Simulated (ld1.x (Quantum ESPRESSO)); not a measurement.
## Reading a pseudo-wave (gold)

Columns: radius, all-electron u(r) and pseudo u(r) of the 5p shell (level -59.78 eV) of gold in the configuration [Kr] 4d10 4f14 5s2 5p6 5d10 6s1 6p0; PBE, scalar-relativistic, TM semilocal scheme, ld1.x (Quantum ESPRESSO) 7.5.

```csv
r (bohr),all-electron,pseudo
0.068,0.0547,-0.0103
0.135,-0.4152,-0.0404
0.202,-0.0655,-0.0899
0.270,0.4206,-0.1589
0.338,0.6107,-0.2455
0.405,0.4999,-0.3461
0.473,0.2124,-0.4607
0.540,-0.1264,-0.5820
0.608,-0.4507,-0.7078
0.675,-0.7141,-0.8275
0.742,-0.9095,-0.9349
0.810,-1.0405,-1.0230
0.878,-1.1123,-1.0834
0.945,-1.1361,-1.1118
1.013,-1.1236,-1.1089
1.080,-1.0855,-1.0788
1.148,-1.0290,-1.0269
1.215,-0.9625,-0.9621
1.283,-0.8891,-0.8890
1.350,-0.8148,-0.8148
1.418,-0.7402,-0.7402
1.485,-0.6693,-0.6693
1.553,-0.6012,-0.6012
1.620,-0.5386,-0.5386
1.688,-0.4800,-0.4800
1.755,-0.4272,-0.4272
```

Task: How many radial nodes do the two functions have?

Result: The all-electron 5p function has n − l − 1 = 3; the pseudo-wave has 0, since the states of the same l below it are removed with the core.

Task: At about which radius was the pseudo-wave matched?

Result: 1.35 bohr. The columns agree to 0.0005 from 1.22 bohr on; several derivatives are matched, so the curves merge somewhat inside the radius.

Task: Is the pseudo-wave norm-conserving?

Result: Yes: the TM semilocal scheme keeps the norm inside the radius equal to the all-electron one, which fixes the energy derivative of the logarithmic derivative at the level.
